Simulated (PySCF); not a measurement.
# Circular dichroism: `InChI=1S/C4H7FSeSi/c1-3-2-7(6)4(3)5/h4,6-7H,1-2H2/t4-,7-/m0/s1`

Cartesian coordinates in Å; atom numbers follow the order of the lines, from 1:
```xyz
14

C    -1.5616   -1.3790   -0.6642
C    -0.7791   -0.4142   -0.2249
C    -0.4575    0.9197   -0.8599
Si    0.8209    1.2927    0.5244
Se    3.0281    1.0751    0.0305
C     0.0628   -0.4162    1.0302
F     0.9606   -1.4740    1.0767
H    -2.1031   -1.2926   -1.5915
H    -1.6811   -2.2983   -0.1159
H    -0.0719    0.8133   -1.8736
H    -1.3260    1.5741   -0.9141
H     0.5960    2.4278    1.4121
H     3.0311   -0.3496    0.1957
H    -0.5197   -0.4794    1.9523
```

Level of theory: TDDFT wB97X-D/def2-SVPD circular dichroism and optical rotation, one conformer, gas phase in PySCF. Geometry: GFN2-xTB.

The molecule is flexible and this is one conformer; a measurement averages over conformers. The calculation is non-relativistic, which matters for the atoms heavier than Zn.

Question: What are the CIP labels of the stereocentres?

Answer: Si4 S, C6 S.

Question: List the lowest 8 singlet excitations with oscillator and rotatory strengths.

Answer: Rotatory strengths R in 10⁻⁴⁰ esu² cm², velocity form and length form (origin at the centre of mass); f in length form.
```tsv
state	E (eV)	λ (nm)	f	R (velocity)	R (length)	main
1	5.48	226	0.033	-9.7	-9.2	HOMO→LUMO+1 0.46, HOMO→LUMO 0.45
2	5.49	226	0.003	-0.6	-0.2	HOMO→LUMO+1 0.35, HOMO→LUMO 0.27
3	5.95	208	0.022	+6.8	+6.4	HOMO−1→LUMO 0.55, HOMO−2→LUMO 0.21
4	6.35	195	0.037	+24.9	+26.1	HOMO→LUMO+2 0.28, HOMO−1→LUMO 0.16
5	6.58	188	0.186	-75.9	-77.4	HOMO−2→LUMO 0.57, HOMO−1→LUMO 0.21
6	6.71	185	0.076	+49.1	+49.2	HOMO→LUMO+3 0.41, HOMO→LUMO+2 0.17
7	6.85	181	0.009	+21.6	+19.4	HOMO−1→LUMO+1 0.66, HOMO−2→LUMO+1 0.19
8	6.94	179	0.035	+75.8	+77.1	HOMO−4→LUMO 0.42, HOMO−3→LUMO 0.22
```

Among the states computed, the strongest CD band (largest |R|) is state 5. The largest dissymmetry factor in size, g = 4R/(D+G), with D and G the electric and magnetic dipole strengths, is +0.023 for state 8 (velocity form, f = 0.035), among bands with |R| over 0.5. The mirror image has the same energies and oscillator strengths and all R with the opposite sign.
